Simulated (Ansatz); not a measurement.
Ansatz (a quantum-chemistry and plane-wave program) job for MoOCl3, SMILES [O]=[Mo+]([Cl])([Cl])[Cl], charge +1, multiplicity 1, PBE/def2-SVPD. The structure is a stationary point at PBE0-D3(BJ)/def2-SVP. The spin state was assumed, not searched. The isomer is the one that the SMILES or the coordinates give; other isomers of the formula were not compared. The def2 effective core potentials stand for the cores of Mo; spin–orbit coupling is left out.

Ansatz 0.2 input:
```yaml
crystal:
  periodic: [false, false, false]
  atoms:
    - {symbol: Mo, position_ang: [-0.00000000, 0.00000000, -0.20290090]}
    - {symbol: O, position_ang: [0.00000001, 0.00000001, -1.82925932]}
    - {symbol: Cl, position_ang: [1.79895432, 1.03862676, 0.45403750]}
    - {symbol: Cl, position_ang: [-1.79895432, 1.03862676, 0.45403750]}
    - {symbol: Cl, position_ang: [0.00000000, -2.07725353, 0.45403750]}
basis:
  gaussian:
    orbitals: def2-SVPD
hamiltonian:
  xc: {name: PBE}
total_charge: 1
```

It prints:

```
WARN ansatz: RAYON_NUM_THREADS=1 ignored (pool sized by the plan → 1); use --threads N
Functional definition: PBE
integrals: 0.09 GiB planned
1319 factors; their error is unknown
mean field: 0.51 GiB planned
mean field evaluation 1: about -41422.0538 eV, gradient 9.1e1 eV
mean field evaluation 2: about -41194.0713 eV, gradient 2.5e2 eV
mean field evaluation 4: about -41391.1276 eV, gradient 1.5e2 eV
mean field evaluation 8: about -41438.6833 eV, gradient 1.8e0 eV
mean field evaluation 16: about -41438.6522 eV, gradient 4.3e-3 eV
mean field -41438.65220245 eV, -1522.8423803127 hartree, gradient 1.4e-5 eV, S^2 0.000000; 0 other end points of the search recorded, 0 dependent functions left out
reference -41438.65226122 eV, -1522.8423824725 hartree; 36, 36 occupied and 102, 102 virtual orbitals, 1319 factors
Total energy: -41438.65226122 eV, -1522.8423824725 hartree
```

Self-consistency was reached.

Cost: around 4 core-seconds (rough).
